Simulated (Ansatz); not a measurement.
Relaxation of the cluster Mg2Cl2⁺ with UKS PBE0-D4/def2-TZVP.

```sh
$ ansatz run in.yaml --threads 4 --pin off --events-out ev --progress --plain --max-ram 3916MiB
```

```yaml
crystal:
  periodic: [false, false, false]
  atoms:
    - {symbol: Mg, position_ang: [-0.606180, 0.516330, -0.875600]}
    - {symbol: Mg, position_ang: [1.756490, -1.588460, 2.425330]}
    - {symbol: Cl, position_ang: [-1.715360, 1.613100, -2.281730]}
    - {symbol: Cl, position_ang: [0.565050, -0.540980, 0.732000]}
basis:
  gaussian: {orbitals: def2-TZVP}
total_charge: 1
magnetization: {spin_polarized: true, initial_magnetization: 1}
hamiltonian: {xc: pbe0, dispersion: d4}
scf: {lower_state_search: "off"}
output: {orbitals: {seedname: orbitals}}
relax: {f_tol: 0.02, max_steps: 100}
```

It took 25 s on 4 threads of Arm Neoverse V1 on a shared host.

Positions (Å) and forces (eV/Å) at steps 1, 2, 3, 4, 7, 8, 10, 12 of 12:

```xyz
4
step=1 energy=-35918.3197 eV
Mg   -0.606    0.516   -0.876    0.086   -0.081    0.113
Mg    1.756   -1.588    2.425    0.336   -0.294    0.480
Cl   -1.715    1.613   -2.282   -0.267    0.255   -0.349
Cl    0.565   -0.541    0.732   -0.155    0.120   -0.244
4
step=2 energy=-35918.3582 eV
Mg   -0.616    0.529   -0.885   -0.012    0.024   -0.001
Mg    1.786   -1.615    2.466    0.169   -0.147    0.244
Cl   -1.738    1.632   -2.314   -0.047    0.038   -0.068
Cl    0.568   -0.546    0.733   -0.111    0.085   -0.174
4
step=3 energy=-35918.3703 eV
Mg   -0.628    0.547   -0.892    0.029   -0.015    0.054
Mg    1.813   -1.639    2.505    0.020   -0.016    0.031
Cl   -1.751    1.640   -2.336   -0.012    0.006   -0.022
Cl    0.565   -0.548    0.722   -0.037    0.024   -0.063
4
step=4 energy=-35918.3709 eV
Mg   -0.628    0.555   -0.884    0.012   -0.004    0.025
Mg    1.812   -1.633    2.510    0.017   -0.012    0.028
Cl   -1.750    1.639   -2.336   -0.009    0.006   -0.014
Cl    0.567   -0.561    0.710   -0.021    0.011   -0.039
4
step=7 energy=-35918.3744 eV
Mg   -0.608    0.530   -0.877    0.030   -0.064   -0.007
Mg    1.733   -1.409    2.626   -0.066    0.038   -0.123
Cl   -1.759    1.734   -2.212    0.023   -0.007    0.049
Cl    0.634   -0.855    0.463    0.012    0.034    0.080
4
step=8 energy=-35918.3783 eV
Mg   -0.606    0.506   -0.902    0.023   -0.034    0.014
Mg    1.737   -1.425    2.614   -0.034    0.026   -0.055
Cl   -1.758    1.738   -2.207    0.003    0.005    0.015
Cl    0.628   -0.819    0.495    0.008    0.004    0.026
4
step=10 energy=-35918.3825 eV
Mg   -0.562    0.376   -0.970   -0.088    0.110   -0.078
Mg    1.619   -1.199    2.629   -0.022    0.004   -0.054
Cl   -1.739    1.834   -2.014    0.099   -0.123    0.089
Cl    0.681   -1.011    0.354    0.011    0.009    0.044
4
step=12 energy=-35918.3841 eV
Mg   -0.564    0.387   -0.962   -0.009    0.009   -0.011
Mg    1.623   -1.214    2.617    0.001    0.000    0.004
Cl   -1.734    1.820   -2.023    0.003   -0.003    0.004
Cl    0.676   -0.993    0.368    0.004   -0.006    0.003
```

Another isomer (doublet) lies 0.17 eV lower at PBE0-D4/def2-TZVP; other spin states weren't run for this one.
